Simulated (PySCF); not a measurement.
Species: C2H5F3SSi.
Z-matrix (Å and degrees, GFN2-xTB geometry), rows numbered from 1:
```
C 
C   1  1.5149
F   2  1.3717  1  109.58
F   2  1.3804  1  109.18  3  -113.05
Si  2  1.9372  1  115.68  3   123.14
F   5  1.6049  2  104.77  1   -34.60
S   5  2.1272  2  109.44  1    79.96
H   1  1.0872  2  109.57  3   177.66
H   1  1.0862  2  109.07  3   -62.50
H   1  1.0884  2  109.82  3    57.44
H   5  1.4446  2  111.58  1  -149.95
H   7  1.3272  5   96.21  2    37.50
```

Computed with TDDFT CAM-B3LYP/def2-SVPD, vertical, gas phase, core orbitals frozen in the response in PySCF 2.14.0, density-fitted response routines.

Broadening: Gaussians 0.5 eV wide at half height, area fixed by f = 4.319×10⁻⁹ ∫ε dν̃. The cross-section is σ = 3.8235×10⁻²¹ ε cm², given in Mb (10⁻¹⁸ cm²). The width is an assumption, not a result. The curve ends short of the highest state used, and states not computed would add to its high-energy end.

```csv
E (eV),σ (Mb)
5.38,0.00
5.45,0.00
5.52,0.01
5.59,0.02
5.66,0.04
5.73,0.08
5.80,0.15
5.86,0.22
5.93,0.32
6.00,0.43
6.07,0.54
6.14,0.65
6.21,0.83
6.28,1.20
6.35,1.93
6.41,2.95
6.48,4.65
6.55,6.78
6.62,8.98
6.69,10.71
6.76,11.51
6.83,11.16
6.90,9.80
6.96,8.20
7.03,6.36
7.10,5.05
7.17,4.55
7.24,4.86
7.31,5.70
7.38,6.66
7.45,7.35
7.51,7.57
7.58,7.49
7.65,7.43
7.72,7.95
7.79,9.54
```

(1) Locate the maxima and give the states behind the curve.

(2) Coming from long wavelengths, where does ε first pass 100 L mol⁻¹ cm⁻¹?

(3) On this curve, what absorbance would a 10⁻³ mol/L sample give at 222 nm over a 1 cm path?

## Answers

(1) 183 nm (6.77 eV), ε about 3000, made up of S2 (99%); 165 nm (7.52 eV), ε about 2000, made up of S4 (92%) (hardly more than a shoulder) (ε in L mol⁻¹ cm⁻¹; maxima over ε = 5, shares over 10%). At its high-energy end, 7.79 eV, the curve is still rising (ε about 2500, from S4, S5, S6 and S7). The states used: S1 6.13 eV (f 0.0025); S2 6.77 eV (f 0.055); S3 7.04 eV (f 0.0014); S4 7.48 eV (f 0.035); S5 8.06 eV (f 0.048); S6 8.16 eV (f 0.026); S7 8.18 eV (f 0.031); S8 8.39 eV (f 0.041).

(2) At about 208 nm (5.97 eV), 0.17 eV below S1.

(3) 222 nm is 5.585 eV, where ε is about 4.7 L mol⁻¹ cm⁻¹, so A = ε c l ≈ 0.0047 (Beer–Lambert, with the gas-phase spectrum and the assumed width).

One conformer stands for the species.
